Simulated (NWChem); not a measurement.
System: C3H4F2; SMILES C(=C\F)(/F)C

The following NWChem deck was run.

```
start job
memory heap 200 mb stack 900 mb global 1100 mb
geometry units angstroms noautosym nocenter noautoz
  C     -1.405482     0.644398     0.000000
  C      0.058141     0.423171     0.000000
  F      0.797832     1.539170     0.000000
  C      0.698407    -0.746028     0.000000
  F      0.029378    -1.899470     0.000000
  H     -1.707754     1.221859     0.888326
  H     -1.936436    -0.315394     0.000000
  H     -1.707754     1.221859    -0.888326
  H      1.786132    -0.842591     0.000000
end
basis spherical
  C library 6-31g*
  F library 6-31g*
  H library 6-31g*
end
dft
  xc m05-2x
  iterations 150
end
cosmo
  do_cosmo_smd true
  solvent acetone
end
task dft energy
```

Excerpt of the output:

```
             Northwest Computational Chemistry Package (NWChem) 7.3.0
             --------------------------------------------------------

                             Geometry "geometry" -> ""
                             -------------------------

 Output coordinates in angstroms (scale by  1.889725989 to convert to a.u.)

  No.       Tag          Charge          X              Y              Z
 ---- ---------------- ---------- -------------- -------------- --------------
    1 C                    6.0000    -1.40548200     0.64439800     0.00000000
    2 C                    6.0000     0.05814100     0.42317100     0.00000000
    3 F                    9.0000     0.79783200     1.53917000     0.00000000
    4 C                    6.0000     0.69840700    -0.74602800     0.00000000
    5 F                    9.0000     0.02937800    -1.89947000     0.00000000
    6 H                    1.0000    -1.70775400     1.22185900     0.88832600
    7 H                    1.0000    -1.93643600    -0.31539400     0.00000000
    8 H                    1.0000    -1.70775400     1.22185900    -0.88832600
    9 H                    1.0000     1.78613200    -0.84259100     0.00000000

 Effective nuclear repulsion energy (a.u.)     172.7509223014

                                 NWChem DFT Module
                                 -----------------

 Summary of "ao basis" -> "ao basis" (spherical)
 ------------------------------------------------------------------------------
       Tag                 Description            Shells   Functions and Types
 ---------------- ------------------------------  ------  ---------------------
 C                           6-31g*                  6       14   3s2p1d
 F                           6-31g*                  6       14   3s2p1d
 H                           6-31g*                  2        2   2s

 in cosmo_initialize ...
 calling solv_data for solv:acetone

 solvent parameters
 solvname_short: acetone
 solvname_long:  acetone
 dielec:       20.4930
 dielecinf:     1.8463
 nonaqueous SMD model solvent descriptors
 dielec:       20.4930
 sola:          0.0400
 solb:          0.4900
 solc:          0.0000
 solg:         33.7700
 solh:          0.0000
 soln:          1.3588

          ---------------
          -cosmo- solvent
          ---------------
 Cosmo: York-Karplus, doi: 10.1021/jp992097l
 dielectric constant -eps-     =  20.49
 screen = (eps-1)/(eps    )    =   0.95120
 surface charge correction     = lagrangian

   van der Waals surface
 --------------------------

 ---------- ATOMIC COORDINATES (A.U.) ------------ VDWR(ANG.) --
     1   -2.65597586    1.21773565    0.00000000     1.850
     2    0.10987056    0.79967724    0.00000000     1.850
     3    1.50768386    2.90860955    0.00000000     1.730
     4    1.31979786   -1.40978850    0.00000000     1.850
     5    0.05551637   -3.58947782    0.00000000     1.730
     6   -3.22718712    2.30897871    1.67869273     1.200
     7   -3.65933343   -0.59600824    0.00000000     1.200
     8   -3.22718712    2.30897871   -1.67869273     1.200
     9    3.37530006   -1.59226611    0.00000000     1.200
 number of segments per atom =        128
 number of   points per atom =        128
 atom (   nspa,  nppa )
 ----------------------
    1 (     60,     0 )       0
    2 (     28,     0 )       0
    3 (     84,     0 )       0
    4 (     48,     0 )       0
    5 (     84,     0 )       0
    6 (     55,     0 )       0
    7 (     50,     0 )       0
    8 (     55,     0 )       0
    9 (     54,     0 )       0
 number of -cosmo- surface points =      518
 molecular surface =    105.740 angstrom**2
 molecular volume  =     81.781 angstrom**3
 -lineq- algorithm             =   0
 -bem- low  level              =   3
 -bem- from -octahedral-
 gaussian surface charge width =   4.50000
 degree of switching           =   1.00000
 switching function tolerance  =   0.00010
 atomic radii =
 --------------
    1  6.000  1.850
    2  6.000  1.850
    3  9.000  1.730
    4  6.000  1.850
    5  9.000  1.730
    6  1.000  1.200
    7  1.000  1.200
    8  1.000  1.200
    9  1.000  1.200
 ...... end of -cosmo- initialization ......

 nat:                     9
 ixmem:                  4523
 calling mnsol_interface()
 G(SMD-CDS) energy (kcal/mol)  =     0.678
 SMD-CDS SASA (angstrom**2)    =   126.105

            General Information
            -------------------
          SCF calculation type: DFT
          Wavefunction type:  closed shell.
          No. of atoms     :     9
          No. of electrons :    40
           Alpha electrons :    20
            Beta electrons :    20
          Charge           :     0
          Spin multiplicity:     1
          Use of symmetry is: off; symmetry adaption is: off
          Maximum number of iterations: 150
          AO basis - number of functions:    78
                     number of shells:    38
          Convergence on energy requested:  1.00D-06
          Convergence on density requested:  1.00D-05
          Convergence on gradient requested:  5.00D-04

              XC Information
              --------------
                       M05-2X Method XC Functional
                     Hartree-Fock (Exact) Exchange  0.560
                M05-2X metaGGA Exchange Functional  0.440
                      M05-2X Correlation Potential  1.000

             Grid Information
             ----------------
          Grid used for XC integration:  medium
          Radial quadrature: Mura-Knowles
          Angular quadrature: Lebedev.
          Tag              B.-S. Rad. Rad. Pts. Rad. Cut. Ang. Pts.
          ---              ---------- --------- --------- ---------
          C                   0.70       49          10.0       434
          F                   0.50       49          10.0       434
          H                   0.35       45          10.0       434
          Grid pruning is: on
          Number of quadrature shells:   425
          Spatial weights used:  Erf1

      Superposition of Atomic Density Guess
      -------------------------------------

 Sum of atomic energies:        -313.71835665

      Non-variational initial energy
      ------------------------------

 Total energy =    -315.949154
 1-e energy   =    -775.217355
 2-e energy   =     286.517278
 HOMO         =      -0.222706
 LUMO         =       0.099723

   convergence    iter        energy       DeltaE   RMS-Dens  Diis-err
 ---------------- ----- ----------------- --------- --------- ---------
     COSMO gas phase
 d= 0,ls=0.0,diis     1   -316.2521022048 -4.89D+02  1.07D-02  6.21D-01
 d= 0,ls=0.0,diis     2   -316.2798552813 -2.78D-02  4.77D-03  5.07D-01
 d= 0,ls=0.0,diis     3   -316.3232579727 -4.34D-02  9.02D-04  1.80D-02
 d= 0,ls=0.0,diis     4   -316.3246522789 -1.39D-03  2.88D-04  8.29D-04
 d= 0,ls=0.0,diis     5   -316.3247397416 -8.75D-05  7.09D-05  3.81D-05
  Resetting Diis
 d= 0,ls=0.0,diis     6   -316.3247436383 -3.90D-06  2.91D-05  9.59D-06
 d= 0,ls=0.0,diis     7   -316.3247447871 -1.15D-06  1.05D-05  3.70D-07
 d= 0,ls=0.0,diis     8   -316.3247447838  3.32D-09  5.36D-06  4.47D-07

   convergence    iter        energy       DeltaE   RMS-Dens  Diis-err
 ---------------- ----- ----------------- --------- --------- ---------
     COSMO solvation phase
 d= 0,ls=0.0,diis     1   -316.3280567806 -3.31D-03  1.01D-03  1.29D-03
 d= 0,ls=0.0,diis     2   -316.3284155622 -3.59D-04  2.15D-04  2.68D-04
 d= 0,ls=0.0,diis     3   -316.3284362466 -2.07D-05  9.52D-05  8.93D-05
 d= 0,ls=0.0,diis     4   -316.3284443142 -8.07D-06  2.79D-05  4.36D-06
 d= 0,ls=0.0,diis     5   -316.3284447964 -4.82D-07  6.69D-06  2.59D-07

         Total DFT energy =     -316.328444796384
      One electron energy =     -777.908211799715
           Coulomb energy =      327.451362705655
    Exchange-Corr. energy =      -38.681801043953
 Nuclear repulsion energy =      172.750922301434

             COSMO energy =        0.059283040195

 Numeric. integr. density =       39.999994359723

                                COSMO-SMD solvation results
                                ---------------------------

             internal energy in gas <Psi(g)|H|Psi(g)> =      -316.324744783772
         internal energy in solvent <Psi(s)|H|Psi(s)> =      -316.324317664804
                               delta internal energy  =         0.000427118968 (    0.27 kcal/mol)
   total free energy in solvent <Psi(s)|H+V/2|Psi(s)> =      -316.329525207500
 polarization energy contribution <Psi(s)|V/2|Psi(s)> =        -0.005207542696 (   -3.27 kcal/mol)
    total free energy in solvent including G(SMD-CDS) =      -316.328444796384
                       G(SMD-CDS) energy contribution =         0.001080411116 (    0.68 kcal/mol)
     1 M fixed-concentration free energy of solvation =        -0.003700012613 (   -2.32 kcal/mol)

                       DFT Final Molecular Orbital Analysis
                       ------------------------------------

 Vector   18  Occ=2.000000D+00  E=-4.663090D-01
              MO Center= -1.3D+00,  4.3D-01, -2.3D-09, r^2= 2.0D+00
   Bfn.  Coefficient  Atom+Function         Bfn.  Coefficient  Atom+Function
  ----- ------------  ---------------      ----- ------------  ---------------
     4      0.417221  1 C  py                73     -0.263816  7 H  s
    74     -0.212604  7 H  s                  8      0.209800  1 C  py
    31      0.201120  3 F  px                35      0.144515  3 F  px
    71      0.123078  6 H  s                 75      0.123078  8 H  s
    45     -0.100363  4 C  px                 3      0.097666  1 C  px

 Vector   19  Occ=2.000000D+00  E=-4.325218D-01
              MO Center=  1.1D-01,  2.2D-02, -3.1D-10, r^2= 3.0D+00
   Bfn.  Coefficient  Atom+Function         Bfn.  Coefficient  Atom+Function
  ----- ------------  ---------------      ----- ------------  ---------------
     3      0.284979  1 C  px                17     -0.278087  2 C  px
    31      0.274974  3 F  px                59     -0.256352  5 F  px
    45      0.232300  4 C  px                35      0.199026  3 F  px
    63     -0.187253  5 F  px                18      0.180431  2 C  py
     7      0.177305  1 C  px                78      0.176754  9 H  s

 Vector   20  Occ=2.000000D+00  E=-2.982254D-01
              MO Center=  2.6D-01, -1.5D-01,  1.1D-10, r^2= 2.1D+00
   Bfn.  Coefficient  Atom+Function         Bfn.  Coefficient  Atom+Function
  ----- ------------  ---------------      ----- ------------  ---------------
    47      0.394898  4 C  pz                19      0.370335  2 C  pz
    51      0.277016  4 C  pz                61     -0.248721  5 F  pz
    23      0.245797  2 C  pz                33     -0.224762  3 F  pz
    65     -0.213014  5 F  pz                37     -0.191160  3 F  pz
    72     -0.113261  6 H  s                 76      0.113261  8 H  s

 Vector   21  Occ=0.000000D+00  E= 8.142926D-02
              MO Center=  2.0D-01, -5.9D-02,  6.4D-10, r^2= 2.5D+00
   Bfn.  Coefficient  Atom+Function         Bfn.  Coefficient  Atom+Function
  ----- ------------  ---------------      ----- ------------  ---------------
    51     -0.595852  4 C  pz                23      0.556613  2 C  pz
    19      0.460871  2 C  pz                47     -0.429985  4 C  pz
    72     -0.349488  6 H  s                 76      0.349488  8 H  s
    65      0.177192  5 F  pz                 9      0.175083  1 C  pz
    37     -0.164911  3 F  pz                61      0.161740  5 F  pz

 Vector   22  Occ=0.000000D+00  E= 1.575718D-01
              MO Center=  1.9D-01, -8.7D-02,  2.6D-10, r^2= 3.5D+00
   Bfn.  Coefficient  Atom+Function         Bfn.  Coefficient  Atom+Function
  ----- ------------  ---------------      ----- ------------  ---------------
     6      0.669128  1 C  s                 50      0.657329  4 C  py
    78     -0.557792  9 H  s                 22      0.533249  2 C  py
    62      0.489446  5 F  s                 72     -0.466890  6 H  s
    76     -0.466890  8 H  s                 34     -0.394966  3 F  s
    49      0.351159  4 C  px                48      0.338622  4 C  s

 Vector   23  Occ=0.000000D+00  E= 1.845120D-01
              MO Center= -1.6D+00,  6.4D-01,  4.9D-09, r^2= 3.7D+00
   Bfn.  Coefficient  Atom+Function         Bfn.  Coefficient  Atom+Function
  ----- ------------  ---------------      ----- ------------  ---------------
     6      2.177995  1 C  s                 74     -1.174632  7 H  s
    72     -1.044237  6 H  s                 76     -1.044237  8 H  s
     7     -0.529376  1 C  px                22     -0.399634  2 C  py
    34      0.333054  3 F  s                 20     -0.259474  2 C  s
    48     -0.205216  4 C  s                  2      0.161188  1 C  s

     Multipole analysis of the density
     ---------------------------------

     L   x y z        total         alpha         beta         nuclear
     -   - - -        -----         -----         ----         -------
     0   0 0 0     -0.000000    -20.000000    -20.000000     40.000000

     1   1 0 0     -0.248601     -0.110576     -0.110576     -0.027450
     1   0 1 0      0.118639      0.085512      0.085512     -0.052385
     1   0 0 1     -0.000000     -0.000000     -0.000000      0.000000

     2   2 0 0    -18.071260    -68.509357    -68.509357    118.947454
     2   1 1 0     -2.166385      4.149209      4.149209    -10.464804
     2   1 0 1     -0.000000     -0.000000     -0.000000      0.000000
     2   0 2 0    -23.261713   -126.786733   -126.786733    230.311752
     2   0 1 1      0.000000      0.000000      0.000000      0.000000
     2   0 0 2    -20.815988    -13.226003    -13.226003      5.636019
```

Level: M05-2X/6-31G* (spherical d), SMD on the gas-phase geometry. All runs use the structure optimised with PBE0/def2-SVP. Solvent: acetone.
